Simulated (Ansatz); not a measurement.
Relaxation of CHBrI (4 atoms, charge -1, multiplicity 1), to a largest force component of 0.015 eV/Å in at most 40 steps.

These are results of RKS PBE-D4/def2-SVP in Ansatz 0.2.0, not measurements.

```xyz
4
Properties=species:S:1:pos:R:3:forces:R:3
Br -1.785 0.064 -0.344 -0.51 0.16 0.15
C 0.218 0.060 -0.559 0.30 -0.32 -1.22
I 1.099 -1.200 1.082 0.27 -0.20 0.54
H 0.467 1.077 -0.180 -0.06 0.35 0.52
```

**Question.** Where does it end, and by what steps?

**Answer.** The run converged. Limits of this set-up: an anion without diffuse functions, the dipole of an ion depends on the origin. After 6 steps the energy has fallen by 0.101 eV; C2 moved furthest, 0.09 Å.

```
step  energy less start (eV)  largest force component (eV/Å)  accepted
   0                  0.0000                           1.216       yes
   1                  0.0291                           1.185        no
   2                 -0.0954                           0.247       yes
   3                 -0.0979                           0.182       yes
   4                 -0.1000                           0.088       yes
   5                 -0.1005                           0.019       yes
   6                 -0.1005                           0.008       yes
```

```xyz
4
Properties=species:S:1:pos:R:3
Br -1.824 0.110 -0.353
C 0.232 0.054 -0.649
I 1.156 -1.204 1.129
H 0.436 1.040 -0.126
```

Run time: 5.5 s on 1 thread of AMD EPYC 9R45 96-Core Processor (Zen 5), with other jobs on the host, peak memory 0.16 GiB.
